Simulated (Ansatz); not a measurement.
Born–Oppenheimer molecular dynamics of C$_{2}$H$_{7}$AlCl$_{2}$ (12 atoms, charge 0, multiplicity 1). It starts from a rough guess of a transition structure, not a stationary point.

The calculation used UKS PBE0-D4/STO-3G in Ansatz.

```yaml
ensemble: NVE (velocity Verlet)
time_step: 0.5 fs
steps_asked: 150
starting_velocities_drawn_for: 1000 K
seed: 457730
```

First frame:

```xyz
12
Properties=species:S:1:pos:R:3
Al -0.578 0.610 0.261
C 1.499 -0.242 0.731
C -1.138 0.048 -1.547
Cl -0.704 2.398 1.193
H 0.300 -0.719 1.255
Cl -1.228 -1.269 1.937
H 1.614 -0.073 -0.342
H 1.888 0.616 1.278
H 2.123 -1.098 0.976
H -2.221 0.090 -1.676
H -0.707 0.633 -2.362
H -0.849 -0.994 -1.704
```

How far do the bonds stretch over the last three quarters of this one trajectory? (Pairs bonded in most of those frames.)


| bond | mean (Å) | spread (Å) | shortest | longest |
| --- | --- | --- | --- | --- |
| Al1–C3 | 1.887 | 0.071 | 1.77 | 1.99 |
| Al1–Cl4 | 2.063 | 0.056 | 1.98 | 2.13 |
| Al1–Cl6 | 2.135 | 0.172 | 1.95 | 2.55 |
| C2–H5 | 1.193 | 0.148 | 0.96 | 1.53 |
| C2–H7 | 1.112 | 0.016 | 1.08 | 1.14 |
| C2–H8 | 1.103 | 0.036 | 1.04 | 1.16 |
| C2–H9 | 1.103 | 0.017 | 1.05 | 1.14 |
| C3–H10 | 1.098 | 0.016 | 1.07 | 1.12 |
| C3–H11 | 1.096 | 0.032 | 1.04 | 1.16 |
| C3–H12 | 1.099 | 0.043 | 1.02 | 1.17 |

Pairs bonded in part of these frames only: Al1–C2 51 %, Al1–H5 35 %, C2–H5 85 %, H5–Cl6 25 %.

Mean temperature of the second half: 2117 K. The conserved energy stayed within 0.82 meV per atom of its start (net change 0.0028 meV per atom), so the integration is sound. The kinetic energy rose, since the run started high on the potential surface and went downhill. It ends in pieces (CH3AlCl2 + CH4), so much of that is their flight and rotation, not heat. A run of 0.075 ps of so small a system gives no equilibrium averages. The orbitals were unrestricted but ended closed-shell. Limits of this set-up: minimal basis.

Run time: 11 min on 1 thread of Arm Neoverse V1 (shared host), peak memory 0.17 GiB.
